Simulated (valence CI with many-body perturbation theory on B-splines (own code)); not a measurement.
**Which ion has this spectrum?**

A relativistic CI+MBPT calculation for an atom or ion with 51 electrons gives these levels (eV):

| J | Parity | E | g |
| --- | --- | --- | --- |
| 5/2 | odd | 0.000 | 0.57 |
| 7/2 | odd | 4.041 | 0.90 |
| 5/2 | odd | 5.559 | 0.99 |
| 3/2 | odd | 6.030 | 0.90 |
| 1/2 | odd | 6.687 | -0.39 |
| 9/2 | odd | 6.781 | 1.05 |
| 11/2 | odd | 8.441 | 1.10 |
| 7/2 | odd | 8.687 | 1.24 |
| 15/2 | odd | 8.710 | 1.03 |
| 13/2 | odd | 9.361 | 1.10 |
| 9/2 | odd | 10.759 | 1.27 |
| 5/2 | odd | 11.666 | 1.08 |
| 11/2 | odd | 12.484 | 1.21 |
| 15/2 | odd | 12.724 | 1.09 |

The energies are calculated, and their last digits are not significant.

(1) Which is it?
A. Bi32+
B. Rn35+
C. Pb31+
D. Tl30+

Answers

(1) A. Bi32+, ground level (4f5/2^5) J=5/2.
